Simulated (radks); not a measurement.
Ca2+, configuration [Ar].

Calculated with a radial shooting solver on a logarithmic mesh with Libxc functionals: scalar-relativistic Kohn-Sham, BLYP, spin-polarised, spherical densities, point nucleus.

Energy parts (eV):
part                      energy
total                 -18500.904
kinetic                18628.093
electron-nucleus      -43659.231
Hartree                 7507.167
exchange-correlation    -976.933

Orbitals (lengths in bohr, moments of r in powers of bohr; <r^-3> diverges for s and p1/2; r(90%) holds 90 % of the orbital's charge):
orbital  occ.  eigenvalue (eV)  <r^-3>     <r^2>      <r^4>  r(90%)
1s          2        -3966.806       -  0.007942  0.0001625   0.137
2s          2        -429.8038       -    0.1574    0.04396   0.568
2p          6        -350.3847   187.2    0.1330    0.03688   0.541
3s          2         -62.0272       -     1.530      3.801    1.73
3p          6         -42.9082   20.04     1.867      6.094    1.94
3d          0         -15.9577   1.160     3.961      34.58    3.00

The highest occupied level is 3p at -42.908 eV. Summed over all electrons, <r^2> = 15.39 bohr^2, which gives a Langevin (diamagnetic) susceptibility term of -12.2 x 10^-6 cm^3/mol.
